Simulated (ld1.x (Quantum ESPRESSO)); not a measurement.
**Hf, TM: configuration errors across variants**

ld1.x (Quantum ESPRESSO) 7.5 input, shortened:

```
&input
   title='Hf', zed=72., rel=1, dft='PBE', iswitch=3,
   config='[Xe] 4f14 5d2 6s2 6p0'
 /
 &inputp
   pseudotype=2, tm=.true., lloc=2,
   nlcc=.false.
 /
3
5S  1  0   2.00   0.00  1.60  1.60  0.0
5P  2  1   6.00   0.00  1.20  1.20  0.0
5D  3  2   2.00   0.00  2.30  2.30  0.0
 &test
   configts(1)='5s2 5p6 5d2 6s2 6p0'
 /
```

Occupied shells without a wave of their own: 6s. They enter only through the test configuration that unscreens the potential.

All-electron excitation energies from the reference (eV): (1) 5s2 5p6 5d2 6s1 6p0 7.976; (2) 5s2 5p6 5d2 6s0 6p0 22.156; (3) 5s2 5p6 5d1 6s0 6p0 43.950; (4) 5s2 5p6 5d3 6s0 6p0 9.989; (5) 5s2 5p6 5d0 6s0 6p0 76.803.

For the base: The 6s level has no wave, so the channel is fitted at the deeper level alone: the likely source of the large errors.

Tests that are not counted but printed errors over 1 eV. “base”: 5s2 5p6 5d2 6s0 6p2 (pseudo-atom not self-consistent, printed error -791 eV); 5s2 5p6 5d2 6s1 6p1 (solver errors, printed error -1.5 eV). “wave 5d (bound): rc 2.30 bohr becomes 5d (bound): rc 1.80 bohr”: 5s2 5p6 5d2 6s0 6p2 (solver errors, printed error -33.5 eV); 5s2 5p6 5d2 6s1 6p1 (solver errors, printed error -1.5 eV).

5 further variants failed, have other tests or another functional or relativity, and are left out.

A true bound ghost makes a file unfit for plane-wave use even where its test errors are small: the radial tests pick states by their node count and pass the ghost by. Where a test does run into it, the solver fails or the error is huge.

The file “base” misses its own reference levels by 0.4 eV. The file “local potential the s channel” misses its own reference levels by 0.6 eV. The file “wave 5d (bound): rc 2.30 bohr becomes 5d (bound): rc 2.44 bohr” misses its own reference levels by 0.5 eV. The file “type TM semilocal” misses its own reference levels by 0.6 eV. The file “wave 5d (bound): rc 2.30 bohr becomes 5d (bound): rc 1.80 bohr” misses its own reference levels by 0.4 eV. The file “wave 5d (bound): rc 2.30 bohr becomes 5d (bound): rc 1.58 bohr” misses its own reference levels by 0.5 eV.

Errors AE − PS in meV (a dash: test not solved or not reliable):

| change | (1) | (2) | (3) | (4) | (5) | bound ghosts |
| --- | --- | --- | --- | --- | --- | --- |
| base | +552 | +1399 | +1927 | +978 | +2545 | p |
| local potential the s channel | -769 | -1923 | -2672 | -1366 | -3614 | none |
| wave 5d (bound): rc 2.30 bohr becomes 5d (bound): rc 2.44 bohr | +629 | +1588 | +2175 | +1112 | +2820 | none |
| type TM semilocal | -770 | -1923 | -2673 | -1367 | -3617 | none |
| wave 5d (bound): rc 2.30 bohr becomes 5d (bound): rc 1.80 bohr | +557 | +1412 | +1948 | +987 | +2579 | p |
| wave 5d (bound): rc 2.30 bohr becomes 5d (bound): rc 1.58 bohr | +620 | +1570 | +2159 | +1094 | +2809 | not determined |

Question: Give the same row for: wave 5p (bound): rc 1.20 bohr becomes 5p (bound): rc 1.76 bohr.

Answer: +552, +1399, +1929, +978, +2552; bound ghosts: p.
